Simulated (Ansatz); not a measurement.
`C[S][Zn][Br]` + CH₃SH → `C[S][Zn][S]C` + HBr  (ligand exchange at a Zn–Br bond)

Gas-phase electronic energies from Ansatz, PBE0-D4/def2-TZVP geometries. CBS: MP2 limit from def2 TZ/QZ plus the TZ coupled-cluster correction, frozen cores. This one scheme is used for every species. DFT in def2-TZVPP. For Br, Zn outer-core shells are correlated without core-valence functions, which leaves a few kJ/mol of doubt a bond. Scalar relativity is left out up to krypton. Each species was taken in one conformer, which may not be the lowest.

```csv
level,ΔE (kcal/mol)
PBE0-D4,15.5
ωB97M-V,16.2
B2PLYP,16.1
CCSD(T)/def2-SVP,17.4
```

Problem. What does CCSD(T)/CBS give? (An estimate is asked.)

Solution. Computed: +16.3 kcal/mol. The listed levels differ from it by -0.8, -0.1, -0.2, 1.1 kcal/mol.

Problem. What do rigid-rotor, harmonic-oscillator terms from PBE0-D4/def2-TZVP frequencies (298.15 K, 1 bar) make of the CCSD(T)/CBS value? (Estimate.)

Solution. Ansatz gave: ΔZPE = -1.2 kcal/mol, ΔH = +15.7 kcal/mol, ΔS = -11 J/(mol·K), ΔG = +16.5 kcal/mol. Modes under 50 cm⁻¹ make the entropy rough.

Largest T1 diagnostic among the species: 0.013.

At CCSD(T), def2-SVP lies +1.2 kcal/mol from the extrapolated value and def2-TZVPP −0.6 kcal/mol. Leaving LDA and LC-ωPBE aside and taking each functional with its dispersion term where it has one, the values, not all of them listed here, spread over 4.6 kcal/mol, from revPBE-D4 to BHLYP-D4. LDA lies −1.2 kcal/mol from PBE without D4.
